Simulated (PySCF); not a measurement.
Compound: C₇H₁₂N (doublet state).
Atom-mapped SMILES: `[CH2:1]=[C:2][CH2:3][CH2:4][C:5](=[CH2:6])[CH2:7][NH2:8]` (hydrogens: H9, H10 on C1; H11, H12 on C3; H13, H14 on C4; H15, H16 on C6; H17, H18 on C7; H19, H20 on N8)

Structure used (GFN2-xTB), in Å, numbered top down from 1:
```xyz
20
C7H12N angstrom
C      2.552   -0.482    0.731
C      2.184    0.593    0.115
C      1.116    1.169   -0.683
C      0.074    0.139   -1.197
C     -0.604   -0.626   -0.103
C     -0.647   -1.950   -0.088
C     -1.250    0.194    0.983
N     -2.037    1.280    0.409
H      1.953   -1.396    0.764
H      3.490   -0.548    1.265
H      0.595    1.930   -0.098
H      1.548    1.666   -1.558
H      0.562   -0.557   -1.881
H     -0.681    0.706   -1.745
H     -1.154   -2.497    0.690
H     -0.169   -2.543   -0.850
H     -1.837   -0.471    1.637
H     -0.462    0.646    1.595
H     -2.815    0.899   -0.121
H     -2.424    1.859    1.147
```

The hyperfine couplings belong to this conformer and change with its torsions.

Method: UKS B3LYP, pcH-1 on C H N, non-relativistic, mean-field spin-orbit, GIAO in PySCF 2.14.0. One conformer (not necessarily the lowest) at the GFN2-xTB geometry, without solvent, vibrations or thermal averaging. A GFN2-xTB geometry isn't a minimum of the functional, and hyperfine couplings can be far from their values at a DFT geometry. The SCF solution wasn't tested for stability.

Principal values of hyperfine tensors in MHz (contact and dipolar terms together), for some of the nuclei:

| atom | isotope | A1 | A2 | A3 |
| --- | --- | --- | --- | --- |
| C2 | 13C | 178.35 | 197.62 | 402.18 |
| H9 | 1H | 180.42 | 183.50 | 191.69 |
| H10 | 1H | 116.04 | 117.12 | 133.91 |
| C4 | 13C | 53.22 | 53.36 | 74.29 |
| H12 | 1H | 36.02 | 37.52 | 55.19 |
| H11 | 1H | 6.31 | 8.20 | 24.24 |
| C1 | 13C | -29.74 | -10.77 | 3.24 |
| C3 | 13C | 6.20 | 6.77 | 20.10 |

Split each tensor into its isotropic and traceless parts, and turn a_iso into mT with g = 2.0022.

a_iso is a third of the trace, T = A − a_iso, and a(mT) = a(MHz)/(g × 13.996).

```csv
atom,a_iso (MHz),a_iso (mT),T1,T2,T3
C2,259.38,9.256,-81.03,-61.77,142.80
H9,185.20,6.609,-4.78,-1.70,6.49
H10,122.36,4.366,-6.32,-5.23,11.55
C4,60.29,2.152,-7.07,-6.93,14.00
H12,42.91,1.531,-6.89,-5.39,12.28
H11,12.92,0.461,-6.60,-4.72,11.32
C1,-12.42,-0.443,-17.32,1.66,15.66
C3,11.02,0.393,-4.83,-4.25,9.08
```

What spin density at the nucleus of C1 lies behind its contact coupling (g_N = 1.40482)?

a_FC = 800.24 MHz bohr³ × g_N × ρ(0)/(2S). With a_FC = -12.42 MHz and 2S = 1, ρ(0) = -0.01105 bohr⁻³.

H14 (1H, g_N = 5.58569) isn't in the table. Its spin density at the nucleus is 0.003318 bohr⁻³. What is its contact coupling?

By the same relation, a_FC = 14.83 MHz. Its full tensor has the principal values 10.70, 13.68, 20.11 MHz.

Which nucleus of the table has the largest anisotropic coupling, and what is its form?

C2: -81.0, -61.8, 142.8 MHz, rhombic: the two smaller values differ by 13 % of the largest.

In a single crystal, with the field along each principal axis of the tensor of C2 in turn, what first-order splitting does this nucleus give (isotropic g, quadrupole terms neglected)?

2 lines (I = 1/2), spaced by |A_i|/(g × 13.996): 6.36, 7.05, 14.35 mT along the axes of A1, A2 and A3.
